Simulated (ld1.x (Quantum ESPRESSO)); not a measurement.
**Transferability test, TM potential for zinc (Zn)**

```json
{
  "Element": "zinc (Zn)",
  "Generator": "ld1.x (Quantum ESPRESSO) 7.5",
  "Type": "norm-conserving Troullier–Martins (Kleinman–Bylander form)",
  "Functional": "PBE",
  "Relativity": "non-relativistic",
  "Frozen core": "[Ne]",
  "Valence charge": "20",
  "Reference configuration": "3s2 3p6 3d10 4s2 4p0",
  "Partial waves": "3p (bound): rc 1.10 bohr; 3d (bound): rc 0.75 bohr; 3s (bound): rc 0.65 bohr",
  "Local potential": "the s channel",
  "Core correction": "none"
}
```

Occupied shells without a wave of their own: 4s. They enter only through the test configuration that unscreens the potential.

Energies are relative to the spin-unpolarised reference configuration 3s2 3p6 3d10 4s2 4p0; without spin polarisation the order of configurations can differ from experiment.

```
valence configuration  charge  ΔE all-electron (eV)  error AE − PS (meV)
 3s2 3p6 3d10 4s1 4p0      +1                 9.667                  -68
 3s2 3p6 3d10 4s0 4p0      +2                27.749                 -173
  3s2 3p6 3d9 4s0 4p0      +3                68.572                 -263
 3s2 3p6 3d10 4s0 4p2       0                10.095                  -96
 3s2 3p6 3d10 4s0 4p1      +1                15.715                 -124
```

What are ΔE and the potential's error for 3s2 3p6 3d10 4s1.5 4p0?

ΔE = 3.847 eV all-electron; the error (AE − PS) is -29 meV.

What are ΔE and the potential's error for 3s2 3p6 3d10 4s1 4p1?

ΔE = 4.871 eV all-electron; the error (AE − PS) is -46 meV.

Levels in the configuration 3s2 3p6 3d10 4s1.5 4p0:

```csv
level,all-electron (eV),pseudo (eV)
3s,-129.591,-129.609
3p,-86.941,-86.958
3d,-15.113,-15.131
4s,-9.618,-9.686
```

The 4s level has no wave, so the channel is fitted at the deeper level alone: the likely source of the large errors.
